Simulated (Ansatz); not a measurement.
Species: sum formula Si₂H₃F₃, net charge 0, singlet state. 
Structure (B3LYP-D3(BJ)/def2-TZVP (Ansatz, a program for electronic structure) minimum search):
```
Si
F 1 1.5979
F 1 1.6002 2 107.34
H 1 1.4757 2 107.51 3 115.67
Si 1 2.3559 4 116.60 2 -123.62
F 5 1.6107 1 108.26 4 55.01
H 5 1.4790 6 108.57 1 -120.90
H 5 1.4800 7 110.01 6 118.13
```
Charge 0, spin multiplicity 1.

Total electronic energies in hartree. Cores are frozen in the correlated levels unless marked. No spin-orbit coupling. No relativistic terms. CBS(X,Y): correlation extrapolated as X^-3; Hartree-Fock from the larger set. [CCSD(T)-MP2]/basis is that difference in the basis named.

```json
[
 {"level": "HF/6-31G", "program": "Ansatz", "energy (Eh)": "-877.86593"},
 {"level": "HF/aug-cc-pV(T+d)Z", "program": "Ansatz", "energy (Eh)": "-878.28341"},
 {"level": "PBE-D3(BJ)/def2-TZVPD", "program": "Ansatz + dftd3", "energy (Eh)": "-880.07701"},
 {"level": "BLYP-D3(BJ)/def2-TZVPD", "program": "Ansatz + dftd3", "energy (Eh)": "-880.64669"},
 {"level": "r2SCAN/def2-TZVPD", "program": "Ansatz", "energy (Eh)": "-880.48705"},
 {"level": "PBE0-D3(BJ)/def2-TZVPD", "program": "Ansatz + dftd3", "energy (Eh)": "-880.13362"},
 {"level": "wB97X-V/def2-TZVPD", "program": "Ansatz", "energy (Eh)": "-880.46984"},
 {"level": "MP2/aug-cc-pV(Q+d)Z", "program": "Ansatz", "energy (Eh)": "-879.40502"},
 {"level": "RI-MP2/aug-cc-pV(Q+d)Z", "program": "Ansatz", "energy (Eh)": "-879.40443"},
 {"level": "RI-MP2/CBS(cc-pV(T+d)Z,cc-pV(Q+d)Z)", "program": "Ansatz", "energy (Eh)": "-879.4571"},
 {"level": "SCS-MP2/6-31G", "program": "Ansatz", "energy (Eh)": "-878.32647"},
 {"level": "SCS-MP2/aug-cc-pV(Q+d)Z", "program": "Ansatz", "energy (Eh)": "-879.40101"},
 {"level": "CCSD(T)/cc-pwCVTZ", "program": "Ansatz", "energy (Eh)": "-879.34565"},
 {"level": "RI-MP2/CBS(cc-pV(T+d)Z,cc-pV(Q+d)Z)+[CCSD(T)-MP2]/cc-pV(T+d)Z", "program": "Ansatz", "energy (Eh)": "-879.5127"},
 {"level": "CCSD(T)/CBS(aug-cc-pV(T+d)Z,aug-cc-pV(Q+d)Z)", "program": "Ansatz", "energy (Eh)": "-879.5112"}
]
```

Totals of different functionals don't rank their quality; only differences between species are comparable.
